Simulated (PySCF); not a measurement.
## Calculated data, BGeH₄

Calculation on a computer-drawn molecule: vertical ionisation energy to the stated ion spin, frozen-core CCSD(T) at the basis limit and cheaper methods, single-reference cases, UHF for radicals, no spin-orbit; all values are single points at the evaluated structure, the first of each entry, which is the reference or a displaced copy of it and isn't optimised; the reference structure only sets the zero of the energies above reference; triples share is (T) over the correlation energy; on germanium a core potential holds 10 electrons, which the energies leave out, and 3d is frozen in MP2 and coupled-cluster steps. Program: PySCF 2.14.0.

```xyz
6
formula=BGeH4 charge=1 multiplicity=1 ion_multiplicity=2 diffuse_functions=no basis=cc-pVnZ basis_and_core_potential_on_germanium=cc-pVnZ-PP_ECP10MDF reference_is=the_Hartree-Fock_double-zeta_minimum best_is=HF_at_quadruple_zeta_+_MP2_correlation_extrapolated_from_triple_and_quadruple_zeta_+_CCSD(T)_minus_MP2_at_triple_zeta basis_step_is=the_size_of_the_change_from_the_same_recipe_one_zeta_lower
B      1.5228     1.0965    -0.1007
Ge     1.6991     0.9029    -2.4242
H      1.7324     0.1419     0.5883
H      1.3778     2.1012     0.3646
H      2.9777     1.0655    -3.2425
H      0.5029     0.6466    -3.3040
```

Reference structure:
```xyz
6
BGeH4
B      1.5879     1.0631    -0.1240
Ge     1.6869     0.9339    -2.2042
H      1.7307     0.0561     0.4899
H      1.3937     2.1374     0.3447
H      2.9794     1.0887    -2.9845
H      0.4731     0.6763    -3.0781
```

Drawn bonds:
| atom | other atom | order |
| --- | --- | --- |
| 1 | 2 | 1 |
| 1 | 3 | 1 |
| 1 | 4 | 1 |
| 2 | 5 | 1 |
| 2 | 6 | 1 |

Questions
1. What energy above reference best does the calculation give for BGeH₄?
2. Estimate the T1 diagnostic at triple zeta of BGeH₄.

Answers
1. 9.825 kcal/mol
2. 0.01065

Further results for BGeH₄:

| Item | Value |
| --- | --- |
| ionisation energy best | 17.26 eV |
| ionisation energy basis step | 0.02917 eV |
| energy above reference basis step | 0.2063 kcal/mol |
| ionisation energy Koopmans at triple zeta | 17.22 eV |
| ionisation energy EOM CCSD at triple zeta | 17.22 eV |
| total energy HF triple zeta | -320.0780 hartree |
| total energy CCSD(T) triple zeta | -320.3065 hartree |
| total energy best | -320.3313 hartree |
| D1 diagnostic at triple zeta | 0.01955 |
| ion T1 diagnostic at triple zeta | 0.01598 |
| ion D1 diagnostic at triple zeta | 0.04496 |
| ion spin squared at triple zeta | 0.7654 |
| triples share at triple zeta | 0.0256 |
| basis functions triple zeta | 125 |

Triple zeta:
| method | ionisation energy (eV) | energy above reference (kcal/mol) |
| --- | --- | --- |
| HF | 16.29 | 8.814 |
| PBE | 16.98 | 10.37 |
| r2SCAN | 17.07 | 11.08 |
| B3LYP | 17.14 | 9.614 |
| wB97X | 17.12 | 10.6 |
| MP2 | 17.13 | 9.92 |
| CCSD | 17.13 | 9.582 |
| CCSD(T) | 17.17 | 9.585 |
